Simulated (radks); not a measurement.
Ionisation of the gadolinium ion Gd+, [Xe] 4f7 5d1 6s1, to [Xe] 4f7 5d1 as the strength of local exchange is varied. Method: Dirac Kohn-Sham, Slater X-alpha exchange (alpha = 2/3 is LDA exchange), no correlation, spin-unpolarised, spherical densities, finite nucleus; open shells fill j = l - 1/2 first; Fermi nuclear charge, rms radius 5.1569 fm; computed with a radial shooting solver on a logarithmic mesh with Libxc functionals.

| alpha | E(Gd+) (hartree) | exchange (hartree) | IE (eV) | -e of the level emptied (eV) | <r> of it (bohr) |
|---|---|---|---|---|---|
| 0.561 | -11227.8998 | -197.5820 | 10.869 | 8.054 (6s1/2) | 3.785 |
| 0.667 | -11265.2973 | -235.7289 | 11.430 | 8.604 (6s1/2) | 3.698 |
| 0.792 | -11309.5640 | -281.0407 | 12.114 | 9.283 (6s1/2) | 3.599 |
| 0.856 | -11332.2977 | -304.3769 | 12.473 | 9.642 (6s1/2) | 3.549 |
| 0.979 | -11376.1204 | -349.4851 | 13.179 | 10.353 (6s1/2) | 3.458 |
| 1.039 | -11397.5597 | -371.6123 | 13.531 | 10.710 (6s1/2) | 3.414 |
| 1.04 | -11397.9174 | -371.9818 | 13.537 | 10.716 (6s1/2) | 3.414 |

NIST Atomic Spectra Database: 12.08 eV (semi-empirical). The Delta-SCF value meets it near alpha = 0.79. Spin polarisation and multiplet splitting are left out, so open shells lie too high by an amount that depends on their filling.

Beside tabulated values, note that spin-unpolarised runs miss the spin-polarisation part of the exchange energy of open shells.
